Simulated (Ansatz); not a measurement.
Consider the redistribution: `[F][GeH]([F])[Cl]` + `C=C[SiH2]Cl` → `[F][Ge]([F])([Cl])[Cl]` + `C=C[SiH3]`.

Computed with Ansatz on PBE0-D4/def2-TZVP structures; ΔE is electronic, products minus reactants. CCSD(T)/CBS is the MP2 limit (def2-TZVPP, def2-QZVPP) plus CCSD(T) − MP2 in def2-TZVPP, frozen cores. Functionals use def2-TZVPP. For Ge outer-core shells are correlated without core-valence functions, which leaves a few kJ/mol of doubt a bond. Scalar relativity is left out up to krypton. Each species was taken in one conformer, which may not be the lowest.

```tsv
species	r2SCAN0-D4 energy (Eh)
`[F][GeH]([F])[Cl]`	-2737.55003
`C=C[SiH2]Cl`	-828.87230
`[F][Ge]([F])([Cl])[Cl]`	-3197.17894
`C=C[SiH3]`	-369.22843
```

Problem. Work out ΔE.

Solution. ΔE = (-3197.17894) + (-369.22843) − (-2737.55003) − (-828.87230) = 0.01496 Eh = +9.4 kcal/mol. CCSD(T)/CBS gives +10.0 kcal/mol.

Problem. What do rigid-rotor, harmonic-oscillator terms from PBE0-D4/def2-TZVP frequencies (298.15 K, 1 bar) make of the CCSD(T)/CBS value? (Estimate.)

Solution. Computed: ΔZPE = -0.6 kcal/mol, ΔH = +9.7 kcal/mol, ΔS = -8 J/(mol·K), ΔG = +10.3 kcal/mol.

Largest T1 diagnostic among the species: 0.012.

Leaving LDA and LC-ωPBE aside and taking each functional with its dispersion term where it has one, the values, not all of them listed here, spread over 1.1 kcal/mol, from revPBE-D4 to CAM-B3LYP-D4. At CCSD(T), def2-SVP lies −3.6 kcal/mol from the extrapolated value and def2-TZVPP −1.5 kcal/mol.
